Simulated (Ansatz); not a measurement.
Input file for Ansatz (a quantum-chemistry and plane-wave program): U-PBE0/def2-TZVPP on HfAs, 2S+1 = 2, a spin state set in the input, which need not be the lowest, a point of a bond scan (R = 2.310 Å). Elements past Kr take the def2 small-core potentials; no spin–orbit coupling.

Ansatz 0.2 input:
```yaml
crystal:
  periodic: [false, false, false]
  atoms:
    - {symbol: Hf, position_ang: [0.00000000, 0.00000000, 0.00000000]}
    - {symbol: As, position_ang: [0.00000000, 0.00000000, 2.31002900]}
basis:
  gaussian:
    orbitals: def2-TZVPP
    pivot_positions_ang: [[0.00000000, 0.00000000, 0.00000000], [0.00000000, 0.00000000, 2.31002900]]
hamiltonian:
  xc: {name: PBE0}
magnetization: {spin_polarized: true, initial_magnetization: 1}
output: {forces: true, orbitals: {seedname: ./end}}
```

It printed:

```
WARN ansatz: RAYON_NUM_THREADS=1 ignored (pool sized by the plan → 1); use --threads N
Functional definition: PBE0
integrals: 0.03 GiB planned
827 factors; their error is unknown
mean field: 0.52 GiB planned
mean field evaluation 1: about -62131.5756 eV, gradient 2.7e1 eV
mean field evaluation 2: about -62064.7355 eV, gradient 9.1e1 eV
mean field evaluation 4: about -62136.6459 eV, gradient 7.3e0 eV
mean field evaluation 8: about -62137.0179 eV, gradient 4.8e-2 eV
mean field evaluation 16: about -62137.2775 eV, gradient 9.6e-4 eV
mean field evaluation 32: about -62136.7467 eV, gradient 3.9e0 eV
mean field -62137.27749733 eV, -2283.5028298676 hartree, gradient 3.1e-5 eV, S^2 0.755522; 4 other end points of the search recorded, 0 dependent functions left out
the calculation of the forces begins
reference -62137.27752156 eV, -2283.5028307578 hartree; 23, 22 occupied and 81, 82 virtual orbitals, 827 factors
Total energy: -62137.27752156 eV, -2283.5028307578 hartree
Atom 0 at     0.000000     0.000000     0.000000 Å, force     0.000000     0.000000     0.209298 eV/Å
Atom 1 at     0.000000     0.000000     2.310029 Å, force    -0.000000    -0.000000    -0.209298 eV/Å
Dipole moment:    -0.000000    -0.000000    -1.036832 e Å
```

The calculation finished and met its thresholds.

Cost: around 9 core-seconds (rough).
